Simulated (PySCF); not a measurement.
**Electron correlation in Cl+ (chlorine, charge +1)**

[Ne] 3s2 3p4, high-spin 3P determinant. All numbers are calculated (PySCF 2.14, scalar relativity by spin-free X2C-1e, in cc-pVTZ-DK (5s4p2d1f, 34 functions)). Frozen: [Ne]; 6 electrons correlated.

MP2 pair energies summed by pair of shells (mhartree):

| pair | energy | share (%) |
| --- | --- | --- |
| 3p-3p | -57.48 | 46.5 |
| 3s-3p | -56.50 | 45.7 |
| 3s-3s | -9.62 | 7.8 |

Total MP2 correlation energy: -123.60 mhartree.

Same-spin part -28.52 and opposite-spin part -95.08 mhartree; SCS-MP2 scales them by 1/3 and 6/5 to -123.60 mhartree.

```tsv
level	correlation energy (mhartree)
CCSD	-147.76
(T)	-4.19
CCSD(T)	-151.95
```

Diagnostics: T1 = 0.0083, D1 = 0.0267, largest double amplitude 0.056.

**Question.** Is a single reference adequate?

**Answer.** Yes: T1 lies below 0.03 and no double amplitude reaches 0.07.
